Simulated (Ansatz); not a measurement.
Abridged output of a molecular run in Ansatz:

```
Functional definition: HF
1595 factors; integrals over basis functions are off by at most 6.8e-4 eV
mean field evaluation 1: about -49076.8724 eV, gradient 6.0e1 eV
mean field evaluation 2: about -49077.0020 eV, gradient 6.0e1 eV
mean field evaluation 4: about -49083.9045 eV, gradient 7.3e0 eV
mean field evaluation 8: about -49084.0378 eV, gradient 9.9e-1 eV
mean field evaluation 16: about -49084.0444 eV, gradient 2.2e-6 eV
mean field -49084.04440077 eV, -1803.8053613679 hartree, gradient 2.2e-6 eV, S^2 0.000000; 0 other end points of the search recorded, 0 dependent functions left out
16 core orbitals not correlated: weight in the atoms' cores, before any rotation towards them, 1.000 or more for the frozen orbitals, at most 0.000 for the correlated occupied ones
reference -49084.04440077 eV, -1803.8053613679 hartree; 25, 25 occupied and 177, 177 virtual orbitals, 1595 factors
second order -44.15203738 eV of doubles, -0.00000000 eV of singles
cycle   1  -41.30287504 eV  change     2.8e0 eV  update   3.0e-1
cycle   2  -42.89821526 eV  change    -1.6e0 eV  update   2.4e-1
cycle   3  -43.25721150 eV  change   -3.6e-1 eV  update   6.8e-2
cycle   4  -43.29337425 eV  change   -3.6e-2 eV  update   3.1e-2
cycle   5  -43.24841304 eV  change    4.5e-2 eV  update   1.3e-2
cycle   6  -43.23605620 eV  change    1.2e-2 eV  update   4.4e-3
cycle   7  -43.23984944 eV  change   -3.8e-3 eV  update   2.5e-3
cycle   8  -43.24023858 eV  change   -3.9e-4 eV  update   1.3e-3
cycle   9  -43.23962621 eV  change    6.1e-4 eV  update   6.4e-4
cycle  10  -43.24027694 eV  change   -6.5e-4 eV  update   2.6e-4
cycle  11  -43.24036537 eV  change   -8.8e-5 eV  update   1.6e-4
cycle  12  -43.24005223 eV  change    3.1e-4 eV  update   7.6e-5
cycle  13  -43.24012520 eV  change   -7.3e-5 eV  update   4.8e-5
cycle  14  -43.24004025 eV  change    8.5e-5 eV  update   2.5e-5
cycle  15  -43.24003738 eV  change    2.9e-6 eV  update   1.1e-5
perturbative correction -1.92206354 eV, -0.0706345323 hartree
Total energy: -49129.20650169 eV, -1805.4650379648 hartree
```

Its atoms:

Z-matrix (Å, degrees):
```
Ti
F 1 1.733
Cl 1 2.169 2 109.8
I 1 2.541 2 109.2 3 119.8
F 1 1.733 2 109.5 3 -120.7
```

**Question.** Which basis set was used?
A. def2-SVP
B. def2-TZVPPD
C. cc-pV(D+d)Z
D. def2-TZVPP

**Answer.** D. It gives 218 functions.

**Question.** Write the keys of the input that set method, charge and spin (a neutral closed shell needs none for the last two).

**Answer.** 
```yaml
correlation: {method: ccsd_t}
```
